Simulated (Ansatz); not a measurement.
System: C₆H₁₁, charge 0, multiplicity 2. It need not be the lowest isomer of its formula. 
Geometry from a B3LYP-D3(BJ)/def2-TZVP (Ansatz, a program for electronic structure) optimisation:
```
C
H 1 1.0935
C 1 1.5204 2 108.25
C 3 1.3064 1 125.90 2 0.00
H 3 1.0909 4 119.47 1 180.00
C 4 1.4654 3 141.14 5 -180.00
H 6 1.0929 4 111.34 3 -120.09
H 6 1.0929 7 107.39 4 122.12
H 6 1.0995 7 107.60 8 115.58
C 1 1.5314 2 108.34 3 119.65
H 10 1.0908 1 111.16 2 -58.94
H 10 1.0925 11 108.38 1 -122.09
H 10 1.0932 11 107.87 12 -116.46
C 1 1.5314 2 108.34 3 -119.65
H 14 1.0908 1 111.16 2 58.94
H 14 1.0925 15 108.38 1 122.09
H 14 1.0932 15 107.87 16 116.46
```
Charge 0, spin multiplicity 2.

Wanted: atomisation energy (electronic, to ground-state atoms), in eV. Cores are frozen in the correlated levels unless marked. Open shells are spin-unrestricted. No spin-orbit coupling. No relativistic terms. The coupled-cluster limit lacks core correlation, which all-electron functionals hold. Basis-set limits of correlation are two-point, X^-3; Hartree-Fock from the larger set. [CCSD(T)-MP2]/basis is that difference in the basis named.

```
level                                                     program  atomisation energy (eV)  minus last row
-------------------------------------------------  --------------  -----------------------  --------------
HF/6-31G*                                                  Ansatz                    53.72          -16.94
HF/cc-pVTZ                                                 Ansatz                    53.72          -16.94
revPBE/def2-TZVPD                                          Ansatz                    69.71           -0.95
B97M-V/def2-TZVPD                                          Ansatz                    70.85            0.19
PBE0/6-31G*                                                Ansatz                    71.41            0.75
PBE0-D3(BJ)/def2-TZVP                              Ansatz + dftd3                    71.47            0.81
PBE0-D4/def2-TZVPD                                 Ansatz + dftd4                    71.45            0.79
PBE0/def2-TZVP                                             Ansatz                    71.16            0.50
BHLYP-D4/def2-TZVPD                                Ansatz + dftd4                    69.25           -1.41
wB97X-V/def2-TZVPD                                         Ansatz                    70.72            0.06
MP2/cc-pVTZ                                                Ansatz                    69.65           -1.01
RI-MP2/cc-pVQZ                                             Ansatz                    70.55           -0.11
SCS-MP2/6-31G                                              Ansatz                    61.79           -8.87
CCSD(T)/6-31G                                              Ansatz                    62.14           -8.52
RI-MP2/CBS(cc-pVTZ,cc-pVQZ)+[CCSD(T)-MP2]/cc-pVTZ          Ansatz                    70.66            0.00
```

The UHF reference is spin-contaminated (<S^2> 0.15 over the pure value in the largest basis).
